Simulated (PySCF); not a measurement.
A structure optimised at PBE-D3(BJ)/def2-TZVP, used in a PySCF frequency run:

```xyz
7

Si    -1.5768     0.0049     0.0000
As     0.8061    -0.0618     0.0000
H     -2.0636    -0.7187     1.2148
H     -2.0636    -0.7187    -1.2148
H     -2.1412     1.3892     0.0000
H      0.8721     1.0098     1.0994
H      0.8721     1.0098    -1.0994
```
Charge 0, spin multiplicity 1.

Problem. Write its SMILES, formula and point group.

Solution. [SiH3][AsH2], AsH5Si, Cs

Problem. What are its rotational constants (standard atomic weights)?

Solution. 47.436, 3.6812, 3.6767 GHz
